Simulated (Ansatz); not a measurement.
`C=C[SiH2]N[SiH3]`. Total charge 0; spin multiplicity 1. Geometry: relaxed with PBE0-D4/def2-TZVP. It is one conformer, not always the lowest.

```xyz
14

C    -0.249   -0.392   -2.109
C    -0.703   -1.267   -1.216
Si   -0.232   -1.212    0.582
N     0.817    0.110    0.947
Si    0.376    1.757    1.203
H    -0.535   -0.426   -3.156
H     0.436    0.403   -1.823
H    -1.389   -2.043   -1.558
H     0.464   -2.475    0.955
H    -1.472   -1.089    1.396
H     1.804   -0.103    0.944
H     0.934    2.281    2.479
H    -1.107    1.804    1.244
H     0.856    2.652    0.112
```

Q: What is the dipole moment at ωB97M-V/def2-TZVPP? (An estimate is asked.)

A: The calculation gave: 1.03 D, with components (0.80, -0.20, -0.61) D in this frame, pointing from negative to positive charge.

Q: And with PBE, r2SCAN, B3LYP? (Best estimate.)

A: Ansatz gave: PBE 0.99 D, r2SCAN 1.03 D, B3LYP 1.00 D.

Q: Give the Mulliken charges with ωB97M-V, r2SCAN, PBE in def2-TZVPP. (Estimate.)

A: Computed: 
```
atom  ωB97M-V  r2SCAN    PBE
  C1    -0.21   -0.15  -0.19
  C2    -0.21   -0.19  -0.15
 Si3     0.33    0.43   0.30
  N4    -0.38   -0.42  -0.30
 Si5     0.24    0.36   0.25
  H6     0.11    0.08   0.10
  H7     0.10    0.08   0.09
  H8     0.09    0.07   0.08
  H9    -0.04   -0.09  -0.07
 H10    -0.03   -0.08  -0.07
 H11     0.10    0.14   0.13
 H12    -0.04   -0.08  -0.06
 H13    -0.02   -0.07  -0.05
 H14    -0.04   -0.09  -0.07
```

B3LYP here is the variant with VWN-RPA as its local correlation; programs differ in this.
